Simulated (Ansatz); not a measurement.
Ansatz (a program for electronic structure) input (B3LYP-D3(BJ)/def2-TZVP):

Ansatz 0.2 input:
```yaml
crystal:
  periodic: [false, false, false]
  atoms:
    - {symbol: C, position_ang: [2.23432959, 0.27676559, -0.53023012]}
    - {symbol: C, position_ang: [1.27203496, -0.40286036, 0.45538434]}
    - {symbol: C, position_ang: [-0.10911453, 0.17459045, 0.42320212]}
    - {symbol: C, position_ang: [-1.19256266, -0.53976165, 0.00852245]}
    - {symbol: O, position_ang: [-1.21319161, -1.74912852, -0.37344622]}
    - {symbol: C, position_ang: [-2.54718175, 0.21547799, 0.00989670]}
    - {symbol: H, position_ang: [2.32346780, 1.33985069, -0.30110291]}
    - {symbol: H, position_ang: [1.85291872, 0.17926330, -1.54470583]}
    - {symbol: H, position_ang: [3.23288091, -0.16747852, -0.48877732]}
    - {symbol: H, position_ang: [1.18251685, -1.46043015, 0.19665993]}
    - {symbol: H, position_ang: [1.72048012, -0.33505163, 1.46289267]}
    - {symbol: H, position_ang: [-0.21250727, 1.21200939, 0.72732116]}
    - {symbol: H, position_ang: [-2.86731940, 0.39596145, -1.01850529]}
    - {symbol: H, position_ang: [-2.47876693, 1.17161942, 0.52865007]}
    - {symbol: H, position_ang: [-3.30877121, -0.39918704, 0.49166319]}
basis:
  gaussian:
    orbitals: def2-TZVP
hamiltonian:
  xc: b3lyp
  dispersion: d3bj
total_charge: -1
relax: {f_tol: 0.002, max_steps: 150}
```

Output:

```
Functional definition: B3LYP
integrals: 0.16 GiB planned
1447 factors; their error is unknown
0.33 GiB of the device are held for the grids
1.29 GiB of device memory are held for the factors and their scratch space
mean field: 1.29 GiB planned
mean field evaluation 1: about -7372.1773 eV, gradient 6.7e1 eV
mean field evaluation 2: about -7360.5883 eV, gradient 9.5e1 eV
mean field evaluation 4: about -7382.1954 eV, gradient 8.5e0 eV
mean field evaluation 8: about -7382.3353 eV, gradient 1.9e-1 eV
mean field evaluation 16: about -7382.3138 eV, gradient 4.6e-4 eV
mean field -7382.31383090 eV, -271.2950293734 hartree, gradient 1.7e-5 eV, S^2 0.000000; 0 other end points of the search recorded, 0 dependent functions left out
the calculation of the forces begins
reference -7382.31414101 eV, -271.2950407698 hartree; 24, 24 occupied and 216, 216 virtual orbitals, 1447 factors
relax step   1: F+E_penalty+E_count = -7382.81319641 eV  Δ(F+E_penalty+E_count) = +0.000e0 eV  max|allowed force component| = 8.120e-1 eV/Å  Δτ_max = 0.0000 Å  (32 SCF iters, accepted)
these checks for a lower state are left out or cut short: starts, cluster_reference, orbital_swaps, neighbouring_geometries, increment
integrals: 0.16 GiB planned
1447 factors; their error is unknown
0.33 GiB of the device are held for the grids
1.29 GiB of device memory are held for the factors and their scratch space
mean field: 1.29 GiB planned
mean field -7382.33635994 eV, -271.2958573005 hartree, gradient 2.0e-5 eV, S^2 0.000000; 0 other end points of the search recorded, 0 dependent functions left out
the calculation of the forces begins
reference -7382.33667126 eV, -271.2958687413 hartree; 24, 24 occupied and 216, 216 virtual orbitals, 1447 factors
relax step   2: F+E_penalty+E_count = -7382.83331866 eV  Δ(F+E_penalty+E_count) = -2.012e-2 eV  max|allowed force component| = 3.629e-1 eV/Å  Δτ_max = 0.0518 Å  (32 SCF iters, accepted)
these checks for a lower state are left out or cut short: starts, cluster_reference, orbital_swaps, neighbouring_geometries, increment
integrals: 0.16 GiB planned
1447 factors; their error is unknown
0.33 GiB of the device are held for the grids
1.29 GiB of device memory are held for the factors and their scratch space
mean field: 1.29 GiB planned
mean field evaluation 32: about -7382.3422 eV, gradient 8.3e-3 eV
mean field -7382.34218958 eV, -271.2960715359 hartree, gradient 1.9e-5 eV, S^2 0.000000; 0 other end points of the search recorded, 0 dependent functions left out
the calculation of the forces begins
reference -7382.34250100 eV, -271.2960829803 hartree; 24, 24 occupied and 216, 216 virtual orbitals, 1447 factors
relax step   3: F+E_penalty+E_count = -7382.83843655 eV  Δ(F+E_penalty+E_count) = -5.118e-3 eV  max|allowed force component| = 1.426e-1 eV/Å  Δτ_max = 0.0424 Å  (32 SCF iters, accepted)
these checks for a lower state are left out or cut short: starts, cluster_reference, orbital_swaps, neighbouring_geometries, increment
integrals: 0.16 GiB planned
1447 factors; their error is unknown
0.33 GiB of the device are held for the grids
1.29 GiB of device memory are held for the factors and their scratch space
mean field: 1.29 GiB planned
mean field -7382.34424459 eV, -271.2961470561 hartree, gradient 1.9e-5 eV, S^2 0.000000; 0 other end points of the search recorded, 0 dependent functions left out
the calculation of the forces begins
reference -7382.34455537 eV, -271.2961584770 hartree; 24, 24 occupied and 216, 216 virtual orbitals, 1447 factors
relax step   4: F+E_penalty+E_count = -7382.84114038 eV  Δ(F+E_penalty+E_count) = -2.704e-3 eV  max|allowed force component| = 1.087e-1 eV/Å  Δτ_max = 0.0477 Å  (32 SCF iters, accepted)
these checks for a lower state are left out or cut short: starts, cluster_reference, orbital_swaps, neighbouring_geometries, increment
integrals: 0.16 GiB planned
1447 factors; their error is unknown
[...]
mean field: 1.29 GiB planned
mean field evaluation 96: about -7382.3453 eV, gradient 8.3e-3 eV
mean field -7382.34530739 eV, -271.2961861131 hartree, gradient 2.1e-5 eV, S^2 0.000000; 0 other end points of the search recorded, 0 dependent functions left out
the calculation of the forces begins
reference -7382.34561784 eV, -271.2961975219 hartree; 24, 24 occupied and 216, 216 virtual orbitals, 1447 factors
relax step  12: F+E_penalty+E_count = -7382.84497369 eV  Δ(F+E_penalty+E_count) = -1.446e-4 eV  max|allowed force component| = 3.617e-2 eV/Å  Δτ_max = 0.0257 Å  (33 SCF iters, accepted)
these checks for a lower state are left out or cut short: starts, cluster_reference, orbital_swaps, neighbouring_geometries, increment
integrals: 0.16 GiB planned
1447 factors; their error is unknown
0.33 GiB of the device are held for the grids
1.29 GiB of device memory are held for the factors and their scratch space
mean field: 1.29 GiB planned
mean field -7382.34517469 eV, -271.2961812365 hartree, gradient 2.1e-5 eV, S^2 0.000000; 0 other end points of the search recorded, 0 dependent functions left out
the calculation of the forces begins
reference -7382.34548512 eV, -271.2961926446 hartree; 24, 24 occupied and 216, 216 virtual orbitals, 1447 factors
relax step  13: F+E_penalty+E_count = -7382.84504864 eV  Δ(F+E_penalty+E_count) = -7.495e-5 eV  max|allowed force component| = 3.083e-2 eV/Å  Δτ_max = 0.0161 Å  (32 SCF iters, accepted)
these checks for a lower state are left out or cut short: starts, cluster_reference, orbital_swaps, neighbouring_geometries, increment
integrals: 0.16 GiB planned
1447 factors; their error is unknown
0.33 GiB of the device are held for the grids
1.29 GiB of device memory are held for the factors and their scratch space
mean field: 1.29 GiB planned
mean field -7382.34502942 eV, -271.2961758982 hartree, gradient 2.1e-5 eV, S^2 0.000000; 0 other end points of the search recorded, 0 dependent functions left out
the calculation of the forces begins
reference -7382.34533984 eV, -271.2961873057 hartree; 24, 24 occupied and 216, 216 virtual orbitals, 1447 factors
relax step  14: F+E_penalty+E_count = -7382.84510198 eV  Δ(F+E_penalty+E_count) = -5.334e-5 eV  max|allowed force component| = 1.689e-2 eV/Å  Δτ_max = 0.0170 Å  (33 SCF iters, accepted)
these checks for a lower state are left out or cut short: starts, cluster_reference, orbital_swaps, neighbouring_geometries, increment
integrals: 0.16 GiB planned
1447 factors; their error is unknown
0.33 GiB of the device are held for the grids
1.29 GiB of device memory are held for the factors and their scratch space
mean field: 1.29 GiB planned
mean field -7382.34488134 eV, -271.2961704561 hartree, gradient 2.1e-5 eV, S^2 0.000000; 0 other end points of the search recorded, 0 dependent functions left out
the calculation of the forces begins
reference -7382.34519181 eV, -271.2961818656 hartree; 24, 24 occupied and 216, 216 virtual orbitals, 1447 factors
relax step  15: F+E_penalty+E_count = -7382.84513265 eV  Δ(F+E_penalty+E_count) = -3.067e-5 eV  max|allowed force component| = 1.785e-2 eV/Å  Δτ_max = 0.0141 Å  (32 SCF iters, accepted)
these checks for a lower state are left out or cut short: starts, cluster_reference, orbital_swaps, neighbouring_geometries, increment
integrals: 0.17 GiB planned
1447 factors; their error is unknown
0.33 GiB of the device are held for the grids
1.29 GiB of device memory are held for the factors and their scratch space
mean field: 1.29 GiB planned
mean field -7382.34479814 eV, -271.2961673985 hartree, gradient 2.1e-5 eV, S^2 0.000000; 0 other end points of the search recorded, 0 dependent functions left out
the calculation of the forces begins
reference -7382.34510863 eV, -271.2961788089 hartree; 24, 24 occupied and 216, 216 virtual orbitals, 1447 factors
relax step  16: F+E_penalty+E_count = -7382.84515337 eV  Δ(F+E_penalty+E_count) = -2.072e-5 eV  max|allowed force component| = 1.243e-2 eV/Å  Δτ_max = 0.0051 Å  (33 SCF iters, accepted)
these checks for a lower state are left out or cut short: starts, cluster_reference, orbital_swaps, neighbouring_geometries, increment
integrals: 0.17 GiB planned
1447 factors; their error is unknown
0.33 GiB of the device are held for the grids
1.29 GiB of device memory are held for the factors and their scratch space
mean field: 1.29 GiB planned
mean field evaluation 128: about -7382.3672 eV, gradient 2.1e-3 eV
mean field -7382.34454508 eV, -271.2961580989 hartree, gradient 2.1e-5 eV, S^2 0.000000; 0 other end points of the search recorded, 0 dependent functions left out
the calculation of the forces begins
reference -7382.34485556 eV, -271.2961695086 hartree; 24, 24 occupied and 216, 216 virtual orbitals, 1447 factors
relax step  17: F+E_penalty+E_count = -7382.84517423 eV  Δ(F+E_penalty+E_count) = -2.085e-5 eV  max|allowed force component| = 4.043e-3 eV/Å  Δτ_max = 0.0127 Å  (33 SCF iters, accepted)
these checks for a lower state are left out or cut short: starts, cluster_reference, orbital_swaps, neighbouring_geometries, increment
integrals: 0.17 GiB planned
1447 factors; their error is unknown
0.33 GiB of the device are held for the grids
1.29 GiB of device memory are held for the factors and their scratch space
mean field: 1.29 GiB planned
mean field -7382.34439938 eV, -271.2961527444 hartree, gradient 2.1e-5 eV, S^2 0.000000; 0 other end points of the search recorded, 0 dependent functions left out
the calculation of the forces begins
reference -7382.34470987 eV, -271.2961641548 hartree; 24, 24 occupied and 216, 216 virtual orbitals, 1447 factors
relax step  18: F+E_penalty+E_count = -7382.84518032 eV  Δ(F+E_penalty+E_count) = -6.094e-6 eV  max|allowed force component| = 2.840e-3 eV/Å  Δτ_max = 0.0086 Å  (33 SCF iters, accepted)
these checks for a lower state are left out or cut short: starts, cluster_reference, orbital_swaps, neighbouring_geometries, increment
integrals: 0.17 GiB planned
1447 factors; their error is unknown
0.33 GiB of the device are held for the grids
1.29 GiB of device memory are held for the factors and their scratch space
mean field: 1.30 GiB planned
mean field -7382.34413255 eV, -271.2961429387 hartree, gradient 2.1e-5 eV, S^2 0.000000; 0 other end points of the search recorded, 0 dependent functions left out
the calculation of the forces begins
reference -7382.34444307 eV, -271.2961543499 hartree; 24, 24 occupied and 216, 216 virtual orbitals, 1447 factors
relax step  19: F+E_penalty+E_count = -7382.84518461 eV  Δ(F+E_penalty+E_count) = -4.284e-6 eV  max|allowed force component| = 2.471e-3 eV/Å  Δτ_max = 0.0158 Å  (32 SCF iters, accepted)
these checks for a lower state are left out or cut short: starts, cluster_reference, orbital_swaps, neighbouring_geometries, increment
integrals: 0.17 GiB planned
1447 factors; their error is unknown
0.33 GiB of the device are held for the grids
1.29 GiB of device memory are held for the factors and their scratch space
mean field: 1.29 GiB planned
mean field -7382.34412622 eV, -271.2961427058 hartree, gradient 2.1e-5 eV, S^2 0.000000; 0 other end points of the search recorded, 0 dependent functions left out
the calculation of the forces begins
reference -7382.34443673 eV, -271.2961541170 hartree; 24, 24 occupied and 216, 216 virtual orbitals, 1447 factors
relax step  20: F+E_penalty+E_count = -7382.84518502 eV  Δ(F+E_penalty+E_count) = -4.136e-7 eV  max|allowed force component| = 1.249e-3 eV/Å  Δτ_max = 0.0005 Å  (34 SCF iters, accepted)
integrals: 0.17 GiB planned
1447 factors; their error is unknown
0.33 GiB of the device are held for the grids
1.29 GiB of device memory are held for the factors and their scratch space
mean field: 1.29 GiB planned
mean field evaluation 160: about -7382.3441 eV, gradient 2.1e-5 eV
mean field -7382.34412622 eV, -271.2961427058 hartree, gradient 2.1e-5 eV, S^2 0.000000; 1 other end points of the search recorded, 0 dependent functions left out
the calculation of the forces begins
reference -7382.34443673 eV, -271.2961541170 hartree; 24, 24 occupied and 216, 216 virtual orbitals, 1447 factors
Total energy: -7382.84549553 eV, -271.3145676884 hartree
Atom 0 at     2.189775     0.207974    -0.573193 Å, force     0.000044    -0.000252    -0.000053 eV/Å
Atom 1 at     1.286368    -0.358292     0.538488 Å, force     0.001045    -0.000453    -0.000010 eV/Å
Atom 2 at    -0.102979     0.198461     0.551971 Å, force    -0.001249     0.000340    -0.000441 eV/Å
Atom 3 at    -1.148763    -0.455006    -0.071585 Å, force    -0.000714    -0.000200     0.000585 eV/Å
Atom 4 at    -1.097912    -1.565235    -0.689652 Å, force     0.000465     0.000786     0.000010 eV/Å
Atom 5 at    -2.530987     0.213776    -0.014155 Å, force     0.000404    -0.000651    -0.000199 eV/Å
Atom 6 at     2.292240     1.293814    -0.475872 Å, force    -0.000090     0.000096    -0.000016 eV/Å
Atom 7 at     1.740746     0.005023    -1.547727 Å, force    -0.000041     0.000088     0.000057 eV/Å
Atom 8 at     3.198502    -0.230716    -0.556890 Å, force    -0.000121     0.000016     0.000153 eV/Å
Atom 9 at     1.210619    -1.441187     0.392466 Å, force    -0.000143     0.000001    -0.000063 eV/Å
Atom 10 at     1.792613    -0.197993     1.503515 Å, force    -0.000152     0.000074    -0.000051 eV/Å
Atom 11 at    -0.275987     1.156874     1.032010 Å, force     0.000502    -0.000044    -0.000101 eV/Å
Atom 12 at    -2.890111     0.392683    -1.033579 Å, force     0.000084    -0.000172     0.000336 eV/Å
Atom 13 at    -2.530148     1.161490     0.533388 Å, force    -0.000061     0.000050     0.000036 eV/Å
Atom 14 at    -3.244763    -0.470025     0.458239 Å, force     0.000027     0.000320    -0.000243 eV/Å
Dipole moment:     0.329516     0.508410     0.171397 e Å
```

It need not be the lowest isomer of its formula. Whether it binds its extra electron was not tested at this geometry.
